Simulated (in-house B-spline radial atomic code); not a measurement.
Results of a calculation; reference values are marked as such.
Softness against transferability: the 2p channel of Si

Si, [Ne] 3s2 3p2, non-relativistic LDA (VWN5), spherical and spin-unpolarised, from a B-spline radial code for spherical atoms (atomic units). The all-electron 2p level is ε = -3.514938 hartree and its outer maximum at 0.39 bohr.

Troullier-Martins pseudo-orbitals are made for several radii. The cutoffs (hartree) are the plane-wave energies beyond which the orbital holds less than the named kinetic energy per electron. The phase error is the difference, pseudo minus all-electron, of arctan(R P'/P) at R = 1.12 bohr for all radii, half a hartree below and above the level.

```
r_c (bohr)  V_l(0) (hartree)  cutoff for 10 mEh  for 1 mEh  for 0.1 mEh  phase error at ε − 0.5 (mrad)  at ε + 0.5 (mrad)
      0.44            -70.18                230        301        > 450                           +0.2               0.0
      0.51            -59.67                187        245          423                           +0.4               +0.1
      0.58            -51.82                157        204          345                           +1.0               +0.2
      0.66            -44.98                131        168          285                           +2.2               +0.5
      0.73            -40.29                113        143          248                           +3.9               +0.9
      0.82            -35.50               96.3        120          215                           +7.9               +1.8
```

(1) Which radius needs the lowest cutoff for 1 mEh while both phase errors stay within 2.3 mrad?

(2) What does the larger radius buy, and what does it cost?

## Answers

(1) The radii within that limit are 0.44, 0.51, 0.58, 0.66 bohr; of these r_c = 0.66 needs the least, 168 hartree, that is 336 Ry or 4572 eV.

(2) From r_c = 0.44 to 0.82 bohr the cutoff for 1 mEh goes from 301 to 120 hartree, a factor of 2.51, against 3.47 for a pure 1/r_c² scaling, end to end; step by step it is 301, 245, 204, 168, 143, 120, and for 0.1 mEh > 450, 423, 345, 285, 248, 215; the number of plane waves goes as the cutoff to the power 3/2, here a factor of 4.0. The larger of the two phase errors is least at r_c = 0.44 bohr, 0.2 mrad; it is 0.2 at the smallest radius and 7.9 at the largest. These errors test the reference atom alone. Large radii also let the cores of neighbours overlap, which an atom doesn't show.
